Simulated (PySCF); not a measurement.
A structure optimised at TPSSh-D3(BJ)/def2-SVP, used in a PySCF frequency run:

```
C
C 1 1.3378
F 2 1.3486 1 121.62
H 2 1.0954 1 127.77 3 180.00
Si 1 1.8680 2 119.56 4 180.00
F 5 1.6375 1 105.04 2 180.00
H 5 1.4825 6 107.89 1 -120.10
H 5 1.4825 7 110.83 6 117.92
Si 1 1.8776 2 119.74 4 0.00
H 9 1.4865 1 110.51 2 119.75
H 9 1.4865 10 108.81 1 -121.51
H 9 1.4900 10 109.27 11 -119.24
```
Charge 0, spin multiplicity 1.

Question: Write its SMILES, formula and point group.

Answer: F/C=C(/[SiH3])[SiH2]F, C2H6F2Si2, Cs

Question: What are its rotational constants (standard atomic weights)?

Answer: 2.3067, 1.8848, 1.0632 GHz
